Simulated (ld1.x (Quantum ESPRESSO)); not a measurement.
## Before and after: RRKJ potential for hafnium (Hf)

```
Element                 : hafnium (Hf)
Generator               : ld1.x (Quantum ESPRESSO) 7.5
Type                    : norm-conserving RRKJ (Kleinman–Bylander form)
Functional              : PBE
Relativity              : fully relativistic
Frozen core             : [Kr] 4d10 4f14
Valence charge          : 12
Reference configuration : 5s2 5p6 5d2 6s0 6p0 (charge +2)
Partial waves           : 5p (bound): rc 2.30 bohr; 5d (bound): rc 1.75 bohr; 5s (bound): rc 1.80 bohr
Local potential         : the s channel
Core correction         : none
rho0                    : 0.001
```

Open shells are filled in proportion to 2j + 1 (rel_dist='average').

Change: wave 5s (bound): rc 1.80 bohr becomes 5s (bound): rc 2.02 bohr.

Cutoffs: the cutoffs (Ry, on a coarse ladder) from which the occupation-weighted sum of valence levels, in a spherical-Bessel basis at the reference potential, stays within 10 and 1 mRy of its value at 400 Ry; they do not see the model core or the augmentation charge, which bear on the density cutoff. Errors are all-electron minus pseudo energies relative to the spin-unpolarised reference configuration.

Predict the effect on cutoff, ghosts and configuration errors.

The potential gets softer (45 Ry and 60 Ry → 30 Ry and 55 Ry); of the 7 tests that both files solve, the error grows in 6 and shrinks in 1 by more than 15 % and 0.3 meV (median size 1640.7 → 2684.8 meV); the range in which the d3/2 phases agree narrows (upper end at the end of the scan → 2.5); neither file shows a bound ghost at the reference potential, the only one tested. A larger radius leaves more room for a smooth pseudo-wave, so fewer plane waves are needed.

| quantity | base | changed |
| --- | --- | --- |
| cutoff, loose | 45 Ry | 30 Ry |
| cutoff, tight | 60 Ry | 55 Ry |
| loose cutoff by channel (10 mRy a level) | p 21 Ry, d 21 Ry, s 25 Ry | p 21 Ry, d 21 Ry, s 21 Ry |
| bound ghosts | none | none |
| error for 5s2 5p6 5d2 6s2 6p0, meV [ΔE -22.16 eV] | +2700 | +4486 |
| error for 5s2 5p6 5d2 6s1 6p0, meV [ΔE -14.18 eV] | +1673 | +2761 |
| error for 5s2 5p6 5d1 6s0 6p0, meV [ΔE 21.78 eV] | -5.0 | -4.0 |
| error for 5s2 5p6 5d2 6s1 6p1, meV [ΔE -18.36 eV] | +1641 | +2685 |
| error for 5s2 5p6 5d2 6s0 6p2, meV [ΔE -14.36 eV] | +385 | +508 |
| error for 5s2 5p6 5d2 6s1.5 6p0, meV [ΔE -18.90 eV] | +2247 | +3719 |
| error for 5s2 5p6 5d3 6s1 6p0, meV [ΔE -19.57 eV] | +1270 | +2153 |
| s: phases at 2.50 bohr within 0.05 rad from the reference energy up to (Ry; the scan ends near 5) | -2.6 | -3.0 |
| p1/2: phases at 2.50 bohr within 0.05 rad from the reference energy up to (Ry; the scan ends near 5) | -1.7 | -1.9 |
| p3/2: phases at 2.50 bohr within 0.05 rad from the reference energy up to (Ry; the scan ends near 5) | -0.6 | -0.6 |
| d3/2: phases at 2.50 bohr within 0.05 rad from the reference energy up to (Ry; the scan ends near 5) | to the end of the scan | 2.5 |
| d5/2: phases at 2.50 bohr within 0.05 rad from the reference energy up to (Ry; the scan ends near 5) | 2.8 | 2.9 |

Base: These tests converged, but a pseudo level misses the all-electron one widely, so the file describes the atom poorly there or has found another state: 5s2 5p6 5d1 6s0 6p0: empty 6s by 2.8 eV; 5s2 5p6 5d3 6s1 6p0: 6s by 1.1 eV. Changed file: These tests converged, but a pseudo level misses the all-electron one widely, so the file describes the atom poorly there or has found another state: 5s2 5p6 5d2 6s2 6p0: 6s by 1.4 eV (a node warning on the way); 5s2 5p6 5d2 6s1 6p0: 6s by 2.2 eV; 5s2 5p6 5d1 6s0 6p0: empty 6s by 4.5 eV; 5s2 5p6 5d2 6s1 6p1: 6s by 1.9 eV; 5s2 5p6 5d2 6s0 6p2: empty 6s by 2.0 eV; 5s2 5p6 5d2 6s1.5 6p0: 6s by 1.7 eV; 5s2 5p6 5d3 6s1 6p0: 6s by 1.8 eV.
